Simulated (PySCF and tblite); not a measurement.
Values are calculated unless marked as measured or tabulated.
Dynamics report: rearrangement

System: C₇H₆N₂, numbered as in [cH:1]1[cH:2][cH:3][c:4]2[nH:5][n:6][cH:7][c:8]2[cH:9]1.

Motion: shift of H on N5 from N5 to N6. The path came from a restrained scan, a climbing-image band and a saddle search at GFN2-xTB; energies are B3LYP/pcSseg-1 + D3(BJ), IEF-PCM tetrahydrofuran//B3LYP-D3(BJ)/def2-SVP, thermal terms GFN2-xTB. Rates follow Eyring's equation with the number of equivalent paths and no tunnelling. Run with tblite and PySCF.

```
 point  symmetry  E(GFN2) kcal/mol  E(DFT) kcal/mol  ZPE change kcal/mol  lowest mode cm⁻¹  dipole D
 start        Cs               0.0              0.0                 0.00               200      2.25
saddle        C1              49.1             54.9                -4.06             1626i      3.21
   end        Cs               4.8              4.0                 0.05               200      3.39
```

```json
{
  "Electronic barrier": "54.9 kcal/mol",
  "Barrier with zero-point energy": "50.8 kcal/mol",
  "ΔH‡ (298 K)": "50.8 kcal/mol",
  "ΔS‡ (298 K, symmetry apart)": "-0.1 cal/(mol K)",
  "Paths": "2 equivalent paths",
  "End point": "a different minimum",
  "Cost": "4.4 min on 1 thread of Arm Neoverse V2 (shared host) (rough), peak memory 0.93 GiB, launched as `OMP_NUM_THREADS=1 python ens_run.py task.json out`"
}
```

| T/K | ΔG‡ kcal/mol | k s⁻¹ | ΔG kcal/mol | k back s⁻¹ |
| --- | --- | --- | --- | --- |

ΔG and ΔG‡ leave out symmetry numbers and mirror images; rates count paths: 2 out, 2 back.

Tunnelling of the moving H, left out here, will speed the real process. In real samples such hydrogens mostly exchange between molecules or through solvent, far faster than by this path.
